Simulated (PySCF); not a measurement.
Computed shifts of a molecule C5H9B, PBE/pcSseg-1 in PySCF, GIAO, gas phase, equivalent atoms averaged, in ppm (number of nuclei): ¹³C: 126.0 (1), 101.7 (1), 33.2 (1), 19.6 (1), 14.3 (1). ¹H: 4.74 (1), 2.00 (1), 1.58 (1), 1.50 (3), 1.30 (3). References: ¹³C against TMS (σ = 182.0 ppm); ¹¹B against BF3 (σ = 83.9 ppm); ¹H against TMS (σ = 31.49 ppm), references at their B3LYP-D3(BJ)/def2-TZVP geometries, non-relativistic. Geometry: B3LYP-D3(BJ)/def2-SVP. The values are those of a single conformer.

Question: Which molecule gave these data?
(A) CB1C=CCC1
(B) CB1CC=C1C
(C) C#CB(C)CC
(D) C=CB(C)C=C

Answer: C, C#CB(C)CC
